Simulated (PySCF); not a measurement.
Spinor energies of Tm⁶¹⁺ (thulium, charge +61)

Start: [He] 2s2 2p4; 2p1/2 filled at m_j = -1/2, +1/2; 2p3/2 filled at m_j = +1/2, +3/2. Calculated with PySCF 2.14 in an even-tempered Gaussian basis (17 s from 44 bohr⁻², ratio 2.4; 13 p from 57 bohr⁻², ratio 2.4; 5 d from 190 bohr⁻², ratio 2.6; 4 f from 290 bohr⁻², ratio 2.6): generalised Hartree-Fock with the X2C-1e Hamiltonian and a Gaussian nucleus; one run each with spin-orbit coupling (SO) switched off, then screened by Boettger's factors.

```
spinor shell  electrons  ε, spin-free (eV)  ε, screened SO (eV)  weight of nominal j (screened SO)  rms radius, screened SO (bohr)
       1s1/2          2           -65502.6             -65469.7                              1.000                          0.0227
       2s1/2          2           -15376.0             -15366.3                              1.000                          0.0892
       2p1/2          2           -14314.3             -15030.2                              1.000                          0.0756
       2p3/2          2           -14314.3             -14002.4                              1.000                          0.0819
```

| quantity | spin-free | screened SO |
| --- | --- | --- |
| E (hartree) | -8458.55275 | -8489.91279 |
| M_J | 2 | 2 |
| ⟨J²⟩ | 6.000 | 6.000 |
| ⟨L²⟩ | 2.000 | 3.281 |
| ⟨S²⟩ | 2.000 | 1.378 |

Each row is a mean over spinors that exchange with the open shell spreads, by up to 81.207 eV (2s1/2).

Breit and QED terms are absent; they matter most for the inner s and p1/2 levels.

Densities and radii are taken from the X2C orbitals without a picture-change correction, which distorts them close to the nucleus.

Without spin-orbit coupling the j labels of p, d and f shells carry no meaning; the spin-free column gives the mean over the occupied spinors of each nl shell.
